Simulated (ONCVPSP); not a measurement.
## What one change does to a pseudopotential (gallium (Ga), ONCV)

* Element: gallium (Ga)
* Generator: ONCVPSP 4.0.1
* Type: optimised norm-conserving Vanderbilt (ONCV)
* Functional: PBE
* Relativity: scalar-relativistic
* Frozen core: [Ar]
* Valence charge: 13
* Reference configuration: 3d10 4s1 (charge +2)
* Partial waves: 4s: rc 1.75 bohr, ncon 4, nbas 8, qcut 4.5 1/bohr, 3 projectors, debl 2.5 Ha; p scattering state at 0.14 Ha: rc 1.40 bohr, ncon 4, nbas 7, qcut 6.6 1/bohr, 2 projectors, debl 2.1 Ha; 3d: rc 0.85 bohr, ncon 5, nbas 10, qcut 14.5 1/bohr, 1 projector
* Local potential: polynomial inside 0.65 bohr (lpopt 5, dvloc0 2 Ha)
* Core correction: Teter function, fcfact 1.75, rcfact 1.45

Change: p: rc 2.04. In the p channel the program set the typed energies aside and used 0.050, 2.150 Ha.

Cutoffs: the cutoffs (Ha) at which the residual kinetic energy of the hardest occupied pseudo-wave falls to 1 and 0.1 mHa per electron; they do not see the model core or the augmentation charge, which bear on the density cutoff. Errors are all-electron minus pseudo energies relative to the spin-unpolarised reference configuration.

What does the change do?

The potential gets neither clearly harder nor softer (227 Ha and 503 Ha → 227 Ha and 503 Ha); the bound ghosts move from p, s to s; the lowest positive-energy flag moves from none to p at 8.8 eV; of the 4 tests that both files solve, the error grows in 1 and shrinks in 0 by more than 15 % and 0.3 meV (median size 21.0 → 33.8 meV).

| quantity | base | changed |
| --- | --- | --- |
| cutoff, loose | 227 Ha | 227 Ha |
| cutoff, tight | 503 Ha | 503 Ha |
| bound ghosts | s, p | s |
| GHOST(+) flags under 300 eV | none | p at 8.8 eV |
| error for 3d10 4s2 4p1, meV [ΔE -26.82 eV] | -18 | +44 |
| error for 3d10 4s2, meV [ΔE -21.13 eV] | +12 | +12 |
| error for 3d10 4s0, meV [ΔE 31.27 eV] | +24 | +24 |
| error for 3d10 4s1 4p2, meV [ΔE -20.28 eV] | -62 | +66 |
| s: phases at 1.78 bohr within 0.05 rad from the reference energy up to (Ha; the scan ends near 5) | to the end of the scan | to the end of the scan |
| d: phases at 0.86 bohr within 0.05 rad from the reference energy up to (Ha; the scan ends near 5) | to the end of the scan | to the end of the scan |
| rms error of d²Exc/dni dnj with the model core, mHa | 5.92 | 5.92 |

 A true bound ghost makes a file unfit for plane-wave use even where its test errors are small: the radial tests pick states by their node count and pass the ghost by.
